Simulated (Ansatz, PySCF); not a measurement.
Spectroscopic constants of Rb₂, closed-shell singlet (the spin of the measured ground state). No spin–orbit coupling.

Seven points along R, fitted to fifth degree in 1/R; most abundant isotopes. In def2 and cc sets the state is the lowest found near the PBE0 minimum, followed along R. The singlet is held restricted. HF and MP2 rows in def2 and cc sets belong to the determinant that coupled cluster picked by its CCSD energy.

Codes used: Ansatz (a first-principles code); PySCF for LANL2DZ rows. Each number belongs to the level named beside it. In def2 rows elements past Kr take small-core potentials, without spin–orbit coupling.

```csv
level,r_e (Å),ω_e (cm⁻¹),ω_e x_e (cm⁻¹),α_e (cm⁻¹),D_e (eV)
HF/def2-TZVPP,4.527,53,0.076,3.2e-5,-
HF/def2-QZVPP,4.523,53,0.078,3.3e-5,-
SVWN5/def2-TZVPP,4.106,59,0.11,5.1e-5,0.62
PBE/def2-TZVPP,4.284,55,0.11,5.1e-5,0.53
BP86/LANL2DZ,4.230,55,0.11,6.4e-5,-
r2SCAN/def2-TZVPP,4.372,55,0.14,2.7e-5,0.32
B97M-V/def2-TZVPP,4.336,53,0.067,2.8e-5,0.57
B3LYP/LANL2DZ,4.243,55,0.10,6.2e-5,-
B3LYP/def2-TZVPP,4.258,56,0.10,5.2e-5,0.45
PBE0/def2-TZVPP,4.299,57,0.096,4.2e-5,0.45
BHLYP/def2-TZVPP,4.274,57,0.093,4.3e-5,0.39
CAM-B3LYP/def2-TZVPP,4.214,59,0.090,4.0e-5,0.38
wB97X-V/def2-TZVPP,4.270,61,0.078,2.8e-5,0.44
wB97M-V/def2-TZVPP,4.130,68,0.12,3.4e-5,0.57
B2PLYP/def2-TZVPP,4.251,56,0.10,4.7e-5,0.43
MP2/def2-TZVPP,4.231,58,0.090,3.5e-5,-
MP2/def2-QZVPP,4.154,62,0.10,4.1e-5,-
SCS-MP2/def2-TZVPP,4.285,57,0.090,3.5e-5,-
SCS-MP2/def2-QZVPP,4.210,60,0.10,4.1e-5,-
CCSD/def2-TZVPP,4.314,55,0.11,4.1e-5,0.38
CCSD/def2-QZVPP,4.246,58,0.12,4.7e-5,0.40
CCSD(T)/def2-TZVPP,4.323,54,0.12,4.9e-5,0.43
CCSD(T)/def2-QZVPP,4.233,57,0.14,5.6e-5,0.48
```

D_e counts from each atom's lowest state at the same level, without counterpoise or zero-point energy.

Correlated levels freeze the inner cores; with def2 sets outer-core shells near the valence are correlated too. Rows in LANL2DZ carry no dispersion term and start afresh at each structure. LANL2DZ brings its own core potentials from Na on.

Doubts at one or more of the structures used: a restricted determinant that unrestricted orbitals would lower (HF/def2-TZVPP, HF/def2-QZVPP, MP2/def2-TZVPP, MP2/def2-QZVPP, SCS-MP2/def2-TZVPP, SCS-MP2/def2-QZVPP, CCSD/def2-TZVPP, CCSD/def2-QZVPP, CCSD(T)/def2-TZVPP, CCSD(T)/def2-QZVPP).

Measured for the ground state: ω_e 57.31 cm-1, ω_e x_e 0.105 cm-1 [Huber and Herzberg (1979), NIST Chemistry WebBook].
